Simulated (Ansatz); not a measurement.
Program: Ansatz. Geometries: PBE0-D4/def2-TZVP. ΔE: electronic, gas phase. CCSD(T)/CBS adds triple-zeta CCSD(T) − MP2 to the extrapolated MP2 energy (def2 sets, frozen cores). Functionals use def2-TZVPP. Each species was taken in one conformer, which may not be the lowest.

`FCCBS` + `OC(F)[SiH3]` → `FCOC(F)[SiH3]` + `CBS`  (substitution at a C–C bond)

`FCCBS`:

```xyz
11

F    -1.318   -0.384   -1.577
C    -1.428   -0.327   -0.195
C    -0.050   -0.336    0.425
B     0.831    0.886   -0.005
S     2.574    0.824   -0.327
H    -1.968    0.592    0.053
H    -2.026   -1.188    0.118
H     0.435   -1.301    0.249
H    -0.180   -0.251    1.515
H     0.360    1.982   -0.099
H     2.770   -0.496   -0.156
```

`OC(F)[SiH3]`:

Z-matrix (Å, degrees):
```
C
F 1 1.398
Si 1 1.913 2 108.7
O 1 1.377 2 110.0 3 -119.2
H 1 1.099 2 104.9 3 120.5
H 3 1.484 1 108.2 2 56.3
H 3 1.485 1 108.8 2 175.4
H 3 1.482 1 108.9 2 -64.0
H 4 0.963 1 109.6 2 -70.3
```

`FCOC(F)[SiH3]`:

Cartesian coordinates in Å:
```
F 0.083 -0.056 2.592
C 0.517 -0.975 1.667
O 0.701 -0.369 0.437
C -0.469 -0.048 -0.239
F -1.040 -1.210 -0.749
Si -0.035 1.133 -1.678
H -0.232 -1.770 1.618
H 1.491 -1.350 1.986
H -1.211 0.372 0.452
H -1.278 1.402 -2.442
H 0.977 0.476 -2.538
H 0.495 2.394 -1.106
```

`CBS`:

```xyz
8

C    -0.965   -0.140    0.513
B     0.504   -0.054    0.001
S     0.843    0.664   -1.595
H    -1.050    0.384    1.472
H    -1.215   -1.185    0.731
H    -1.718    0.260   -0.168
H     1.423   -0.457    0.651
H     2.179    0.527   -1.605
```

```tsv
level	ΔE (kcal/mol)
r2SCAN-D4	-0.1
ωB97X-V	0.2
B2PLYP	0.4
PBE	0.8
PBE0	1.0
SCS-MP2/def2-TZVPP	0.9
MP2/def2-QZVPP	1.7
HF/CBS(def2)	-0.8
```

Q: What does CCSD(T)/CBS give? (Estimate.)

A: Ansatz gave: +1.4 kcal/mol. The listed levels differ from it by -1.5, -1.2, -1.0, -0.6, -0.4, -0.5, 0.3, -2.2 kcal/mol.

Largest T1 diagnostic among the species: 0.013.

In def2-TZVPP, CCSD(T) changes the Hartree–Fock value by +1.5 kcal/mol (the triples alone add −0.1 kcal/mol) and MP2 by +2.1 kcal/mol.
